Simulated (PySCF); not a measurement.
**Computed properties of SiH3Cl, SMILES Cl[SiH3]**

SiH₃Cl, SMILES [SiH3]Cl. The structure is a stationary point at B3LYP-D3(BJ)/def2-TZVP. The isomer is the one that the SMILES or the coordinates give; other isomers of the formula were not compared. The values are those of a single conformer. All values are computed for the isolated molecule unless a solvent is named; none is compared with measurement here.

**Structure.** The optimised structure has C3v symmetry. All 9 harmonic modes at B3LYP-D3(BJ)/def2-TZVP (PySCF) are real, so it is a minimum.

**Vibrations.** The strongest infrared lines (harmonic, unscaled, degenerate partners summed) lie at 957 cm⁻¹ (266 km/mol, H 93 %), 2263 cm⁻¹ (206 km/mol, H 96 %), 960 cm⁻¹ (126 km/mol, H 96 %). The softest mode is at 535 cm⁻¹ and the zero-point energy is 16.5 kcal/mol.

**Electronic structure.** ωB97X/def2-TZVPD (PySCF) places the frontier levels at -11.49 and 1.60 eV, a gap of 13.09 eV, and gives a dipole moment of 1.40 D and a mean polarisability of 42.2 bohr³. PBE/def2-TZVPD (PySCF) at the same geometry gives -7.70 and -1.20 eV, so its gap is 6.59 eV narrower. An orbital gap is neither the optical nor the fundamental gap.

**Excitations.** TDDFT-ωB97X/def2-TZVPD (PySCF) has S1 at 7.67 eV (162 nm, f = 0.026, weak); the most intense of the 10 singlets computed lies at 9.44 eV (f = 0.14). Strengths of degenerate partners are summed. T1 (TDA) is at 7.31 eV. TDDFT-PBE/def2-TZVPD (PySCF) puts S1 at 6.60 eV. No vertical singlet excitation falls in the visible range (under 3.1 eV).

**NMR.** GIAO shifts at KT2/pcSseg-2 (PySCF) (non-relativistic, atoms alike by connectivity averaged): ¹H at 5.3 ppm against TMS; ²⁹Si at -36.4 ppm against TMS. Without spin–orbit terms, shifts of atoms bonded to Cl or Br come out too high.

**Solvation.** SMD-M06-2X/def2-SVP (PySCF) gives 0.8 kcal/mol in water, -1.8 kcal/mol in 1-octanol, -2.1 kcal/mol in chloroform (1 M in both phases, gas-phase geometry); of these solvents chloroform holds the molecule best.
